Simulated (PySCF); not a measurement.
Work out the structure from these simulated measurements.

Formula: C2H11FOSi3.

- Dipole: 2.01 D [PBE0/def2-SVPD]
- Polarisability: 108.7 au [PBE0/def2-SVPD]
- Rotational structure: rotational constants A, B, C: 1.921, 0.872, 0.763 GHz [GFN2-xTB]
- UV, strongest line: among the 8 lowest singlet transitions: S6 at 7.53 eV (165 nm, f = 0.175) [TDDFT PBE0/def2-SVPD]
- UV, first state: lowest singlet excitation: 6.57 eV (189 nm, f = 0.010) [TDDFT PBE0/def2-SVPD]
- 1H NMR: chemical shifts (computed TMS as zero) by class: 4.87 (3 H), 4.25 (2 H), 4.03 (6 H) ppm [GIAO PBE0/pcSseg-1]
- Triplet: lowest triplet excitation (Tamm–Dancoff): 6.21 eV [TDA PBE0/def2-SVPD]
- 13C NMR: chemical shifts (computed TMS as zero) by class: 92.8 (1 C), 74.1 (1 C) ppm [GIAO PBE0/pcSseg-1]

Gas-phase values; electronic properties from PySCF, density fitting. Levels stand in brackets. Geometry: GFN2-xTB, one conformer, isolated molecule. NMR classes are plain means over equivalent atoms (diastereotopic ones count apart unless rotation or inversion swaps them), as if these changed places fast.

**Question.** Give a SMILES that accounts for the data.

**Answer.** Numbering: `[F:1][C:2]([SiH3:3])([SiH3:4])[CH2:5][O:6][SiH3:7]`. Its formula, C2H11FOSi3, gives 0 degrees of unsaturation, so no ring and no π bond. 2 carbons fall into 2 classes; from least to most shielded: sp3 C–F carbon [C2] (92.8 ppm), sp3 carbon bound to oxygen [C5] (74.1 ppm). Hydrogen classes from least to most shielded: 3 H on an oxygen-bound silicon, Si7 (4.87 ppm), 2 H on an sp3 carbon bound to oxygen, C5 (4.25 ppm), 6 H on 2 SiH3 silicons, Si3/Si4 (4.03 ppm). The optimised geometry has point group C1 and is an asymmetric top. Structure: `FC([SiH3])([SiH3])CO[SiH3]`. The assignments are read from this structure; whether some other isomer fits the data as well wasn't checked.

Conformer computed: `[F:1][C:2]([SiH3:3])([SiH3:4])[CH2:5][O:6][SiH3:7]`: F1–C2–C5–O6 -153°, C2–C5–O6–Si7 -162°.
